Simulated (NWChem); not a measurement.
System: TeBrF; SMILES Br[Te]F

All runs: NWChem. This build's default masses of Se (78.918 u) and Br (79.917 u) are each other's, which moves their modes by up to 0.6 %. def2 effective core potentials on Te; no spin-orbit coupling. The level has its own optimisation; frequencies are unscaled.

**Question.** Predict the results for PBE/def2-SVP (core potentials). Quantities: r F–Te (Å); r Br–Te (Å); highest harmonic frequency (cm⁻¹); lowest (cm⁻¹); zero-point energy (kcal/mol).

**Answer.** r F–Te (Å): 1.963
r Br–Te (Å): 2.519
highest harmonic frequency (cm⁻¹): 593
lowest (cm⁻¹): 131
zero-point energy (kcal/mol): 1.4
